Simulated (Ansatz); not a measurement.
Isolated molecules relaxed with PBE0-D4/def2-TZVP in Ansatz; ΔE leaves out vibrations. CCSD(T)/CBS adds triple-zeta CCSD(T) − MP2 to the extrapolated MP2 energy (def2 sets, frozen cores). DFT in def2-TZVPP. B3LYP here is the variant with VWN-RPA as its local correlation; programs differ in this. One conformer a species, not always the lowest.

Reaction (ligand exchange at a B–C bond): `BCBN` + `CS[SiH2]O` → `BO[SiH2]SC` + `CBN`

Question: Is it downhill or uphill in electronic energy at CCSD(T)/CBS, and by how much? (An estimate is asked.)

Answer: Ansatz gave: Downhill: ΔE = -118.3 kJ/mol.

Question: What do these levels give: B3LYP-D4, ωB97X-V, PBE, r2SCAN, MP2/def2-TZVPP, CCSD/def2-TZVPP, HF/def2-QZVPP, MP2/def2-QZVPP, SCS-MP2/def2-QZVPP, HF/CBS(def2), MP2/CBS(def2), CCSD/CBS(def2)? (Best estimate.)

Answer: Computed: B3LYP-D4 -123.5, ωB97X-V -118.4, PBE -111.0, r2SCAN -115.2, MP2/def2-TZVPP -118.4, CCSD/def2-TZVPP -120.8, HF/def2-QZVPP -132.1, MP2/def2-QZVPP -117.8, SCS-MP2/def2-QZVPP -121.1, HF/CBS(def2) -132.2, MP2/CBS(def2) -116.9, CCSD/CBS(def2) -119.3 kJ/mol.

Largest T1 diagnostic among the species: 0.012.

In def2-TZVPP, CCSD(T) changes the Hartree–Fock value by +11.5 kJ/mol (the triples alone add +1.0 kJ/mol) and MP2 by +12.8 kJ/mol.
